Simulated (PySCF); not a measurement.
**Ne²⁺: excitation energy**

Ne²⁺ [He] 2s2 2p4 (3P) → Ne²⁺ [He] 2s2 2p3 3s1 (5S), as a difference of total energies. All numbers are calculated (PySCF 2.14, the spin-free X2C one-electron Hamiltonian (Gaussian nucleus), in x2c-TZVPPall with one added diffuse shell each of s, p, d type (6s4p3d1f, 40 functions)). Correlated levels: valence and next inner shell: nothing frozen. The calculations carry no spin-orbit coupling.

```json
{"method": "UHF", "excitation energy (cm⁻¹)": "300720"}
{"method": "MP2 (valence and next inner shell)", "excitation energy (cm⁻¹)": "307590"}
{"method": "SCS-MP2 (valence and next inner shell)", "excitation energy (cm⁻¹)": "308800"}
{"method": "CCSD (valence and next inner shell)", "excitation energy (cm⁻¹)": "307380"}
{"method": "CCSD(T) (valence and next inner shell)", "excitation energy (cm⁻¹)": "307360"}
```

A first-order spin-orbit estimate (lowest level to lowest level, LS coupling) adds 0.038 eV.

The promoted electron is Rydberg-like, and one or two diffuse shells describe it only roughly, which tends to raise the upper state.
